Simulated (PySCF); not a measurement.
**SbBr⁺ at LDA**

Computed with LDA; Sb def2-TZVPPD with ECP28, Br def2-TZVPPD; scalar-relativistic core potentials (PySCF 2.14).

| Property | Result |
| --- | --- |
| state | ²Π (doublet), unpaired electrons π ↑ |
| bond length | 237.2 pm |
| harmonic wavenumber | 314 cm⁻¹ |
| force constant | 2.77 mdyn/Å |
| rotational constant Be | 0.06274 cm⁻¹ |
| anharmonicity ωexe | 0.647 cm⁻¹ |
| vibration–rotation constant αe | 0.000175 cm⁻¹ |
| well depth De to Sb⁺ + Br | 4.41 eV |
| dissociation energy D0 | 4.39 eV |
| bond order (Mayer) | 1.63 |
| dipole moment (positive dipole points towards Br; it is taken about the centre of mass and depends on that origin) | -2.13 D |

These are scalar-relativistic numbers at best; spin–orbit coupling would shift them, the dissociation energy most. For an ion De counts to the pair picked by the measured ionisation energies or electron affinities, which need not be the lowest pair at this level. Counting both spins, an empty level lies below a filled one in this solution, because spin and occupation are held. The state was picked by a PBE0 search and need not be the measured ground state.
